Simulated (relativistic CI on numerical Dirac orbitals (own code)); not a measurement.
**Forbidden lines of Tm XXXVII**

These numbers are calculated, not measured: Dirac-Coulomb-Breit CI, KLI orbitals optimised for each configuration, a model potential for QED, unscaled Slater integrals (own radial code, finite nucleus).

Configurations in the expansion (outside the closed core [Ar] 3d10): 4s²4p³, 4s4p⁴, 4s²4p²4d, 4p⁵, 4s4p³4d, 4s²4p²4f, 4s4p³4f, 4p⁴4d, 4s4p²4d², 4s²4p4d4f, 4p⁴4f, 4s²4p4d², 4s²4d³, 4s4p4d³, 4s²4d²4f, 4s4p4d²4f, 4p³4d², 4p²4d³, 4p²4d²4f. Double excitations out of closed p, d and f shells are left out; levels of such configurations are missing from the list, as are those of other unlisted configurations, and high levels can miss mixing partners.

| λ vac (nm) | Lower | Upper | Type | A (s⁻¹) | E lower (cm⁻¹) | E upper (cm⁻¹) |
| --- | --- | --- | --- | --- | --- | --- |
| 8.2801 | 4s²4p³ ²D°5/2 [3] | 4s²4p²4d ²G9/2 [20] | M2 | 3.92e+03 | 519488 | 1727204 |
| 16.197 | 4s²4p²4d ²G7/2 [14] | 4s²4p²4d ⁴F9/2 [35] | M1 | 6.05e+04 | 1611675 | 2229072 |
| 17.047 | 4s4p⁴ ⁴P5/2 [7] | 4s²4p²4d ²G9/2 [20] | E2 | 7.10e+03 | 1140589 | 1727204 |
| 17.275 | 4s²4p³ ⁴S°3/2 [2] | 4s²4p³ ²P°3/2 [5] | M1 | 3.04e+06 | 478607 | 1057487 |
| 17.483 | 4s²4p³ ²P°3/2 [1] | 4s²4p³ ²P°1/2 [4] | E2 | 5.91e+04 | 0 | 571977 |
| 17.483 | 4s²4p³ ²P°3/2 [1] | 4s²4p³ ²P°1/2 [4] | M1 | 1.51e+06 | 0 | 571977 |
| 18.284 | 4s²4p²4d ⁴D7/2 [17] | 4s²4p²4d ⁴F9/2 [35] | M1 | 8.37e+05 | 1682142 | 2229072 |
| 18.587 | 4s²4p³ ²D°5/2 [3] | 4s²4p³ ²P°3/2 [5] | E2 | 1.09e+05 | 519488 | 1057487 |
| 18.587 | 4s²4p³ ²D°5/2 [3] | 4s²4p³ ²P°3/2 [5] | M1 | 7.06e+05 | 519488 | 1057487 |
| 19.182 | 4s²4p²4d ²D3/2 [6] | 4s²4p²4d ²G7/2 [14] | E2 | 2.73e+04 | 1090364 | 1611675 |
| 19.250 | 4s²4p³ ²P°3/2 [1] | 4s²4p³ ²D°5/2 [3] | E2 | 5.23e+04 | 0 | 519488 |
| 19.250 | 4s²4p³ ²P°3/2 [1] | 4s²4p³ ²D°5/2 [3] | M1 | 3.85e+05 | 0 | 519488 |
| 19.926 | 4s²4p²4d ²G9/2 [20] | 4s²4p²4d ⁴F9/2 [35] | M1 | 9.99e+05 | 1727204 | 2229072 |
| 20.597 | 4s²4p³ ²P°1/2 [4] | 4s²4p³ ²P°3/2 [5] | M1 | 5.43e+05 | 571977 | 1057487 |
| 20.894 | 4s²4p³ ²P°3/2 [1] | 4s²4p³ ⁴S°3/2 [2] | M1 | 2.15e+06 | 0 | 478607 |
| 21.228 | 4s4p⁴ ⁴P5/2 [7] | 4s²4p²4d ²G7/2 [14] | M1 | 3.86e+03 | 1140589 | 1611675 |
| 22.337 | 4s²4p²4d ²D5/2 [9] | 4s²4p²4d ²G9/2 [20] | E2 | 1.22e+04 | 1279511 | 1727204 |
| 24.721 | 4s²4p²4d ²F7/2 [25] | 4s²4p²4d ⁴F9/2 [35] | M1 | 5.64e+05 | 1824561 | 2229072 |
| 30.106 | 4s²4p²4d ²D5/2 [9] | 4s²4p²4d ²G7/2 [14] | M1 | 1.29e+04 | 1279511 | 1611675 |
| 86.558 | 4s²4p²4d ²G7/2 [14] | 4s²4p²4d ²G9/2 [20] | M1 | 1.82e+04 | 1611675 | 1727204 |

Terms are leading LS components. Brackets give the number of a level in order of energy, since labels repeat. The list gives strong lines, with weight on those to low levels, among the lowest 200 of 3430 levels, so that lines to higher ones, which can be the strongest, are missing. Levels whose partners in the same complex of configurations lie outside the list can be far off, and so can their lines. Rates are taken at the computed energies, electric ones in the length gauge.

At this charge energies of transitions that change n are usually good to better than 1 %, and those within a shell (Δn = 0) to a few per cent.

(1) From the table, what is the radiative lifetime of 4s²4p²4d ²G9/2?

## Answers

(1) The listed rates from this level add up to about 4.15e+04 s⁻¹, 98 % of its decay; with all channels τ = 2.37e-05 s.

LS names give the leading component of a level, which can be under half, so a name can repeat, a term be missing and a line seem to break the LS rules.
